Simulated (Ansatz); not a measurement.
Born–Oppenheimer molecular dynamics of CH5FN2SSi (11 atoms, charge 0, multiplicity 1). It starts from a relaxed structure.

Method: Ansatz, RKS r2SCANh/STO-3G.

```yaml
ensemble: NVE (velocity Verlet)
time_step: 0.5 fs
steps_asked: 209
starting_velocities_drawn_for: 500 K
seed: 985046
```

First frame:

```xyz
11
Properties=species:S:1:pos:R:3
N 2.893 -1.310 0.461
C 1.664 -0.843 0.472
F 0.790 -0.991 1.534
S 0.979 0.047 -0.903
Si -0.973 0.370 -0.004
N -2.042 1.256 -1.081
H 3.008 -1.787 1.413
H -0.832 1.160 1.197
H -1.602 -0.903 0.265
H -1.645 2.185 -1.343
H -2.175 0.759 -1.990
```

(1) How far do the bonds stretch over the last three quarters of this one trajectory? (Pairs bonded in most of those frames.)

Answers

(1) 
```csv
bond,mean (Å),spread (Å),shortest,longest
N1–C2,1.317,0.014,1.29,1.34
N1–H7,1.074,0.038,1.01,1.14
C2–F3,1.389,0.029,1.34,1.44
C2–S4,1.780,0.040,1.69,1.84
S4–Si5,2.167,0.013,2.14,2.19
Si5–N6,1.756,0.048,1.70,1.85
Si5–H8,1.447,0.042,1.39,1.51
Si5–H9,1.446,0.015,1.42,1.47
N6–H10,1.044,0.016,1.02,1.08
N6–H11,1.045,0.024,1.00,1.09
```

Mean temperature of the second half: 237 K. The conserved energy stayed within 0.36 meV per atom of its start (net change 0.032 meV per atom), so the integration is sound. Over the second half the temperature averaged 0.47 of the 500 K drawn at the start: a run that starts near a minimum puts about half its kinetic energy into the potential. A run of 0.1 ps of so small a system gives no equilibrium averages. Limits of this set-up: minimal basis.

Run time: 15 min on 1 thread of Intel(R) Xeon(R) Platinum 8259CL CPU @ 2.50GHz (Skylake/Cascade Lake), with other jobs on the host, peak memory 0.12 GiB.
